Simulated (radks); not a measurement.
Values are calculated unless marked as measured or tabulated.
The lutetium ion Lu+ inside a hard spherical wall (all orbitals vanish at R), configuration held at [Xe] 4f14 6s2 and not refilled when levels cross. Code: a radial shooting solver on a logarithmic mesh with Libxc functionals. Model: scalar-relativistic Kohn-Sham, PBEsol, spin-polarised, spherical densities, point nucleus. Eigenvalues in eV for spin up, with the zero of energy where the potential of the charges vanishes at infinity; a dash marks a level that is unbound or too diffuse for the functional's potential to be trusted. A positive occupied level is held by the wall or, in an anion where self-interaction has pushed it up, behind a barrier. The pressure on the wall is -dE/dV.

R (bohr)  E (hartree)  kinetic (hartree)    e(5s)    e(5p)    e(4f)    e(6s)  e(5d, empty)  e(6p, empty)  pressure (GPa)
free      -14558.6885          15909.185  -70.036  -40.471  -18.539  -11.088        -9.235        -6.553               0
20        -14558.6885          15909.185  -70.036  -40.471  -18.539  -11.088        -9.235        -6.553        < 0.0001
7         -14558.6792          15909.269  -69.705  -40.148  -18.208  -10.777        -8.944        -5.780           0.612
6         -14558.6528          15909.443  -69.154  -39.616  -17.656  -10.131        -8.432        -4.520            3.05
5         -14558.5578          15909.936  -67.951  -38.465  -16.438   -8.235        -7.182        -1.246            15.8
4         -14558.2009          15911.486  -65.369  -36.027  -13.718   -2.294        -3.979         7.900            97.6
3.5       -14557.6956          15913.568  -62.841  -33.601  -10.899    5.104        -0.421        18.344             282
3         -14556.5077          15918.364  -58.249  -28.956   -5.516   20.467         6.540        38.519             949
2.5       -14553.3252          15930.660  -48.797  -18.558    5.788   55.322        21.724        80.977            3890
2         -14543.3262          15966.142  -25.409    9.018   31.488   143.37        59.709        181.31           20600
1.5       -14504.1454          16091.654   53.546   102.72   97.747   405.59        177.55        464.68          161000
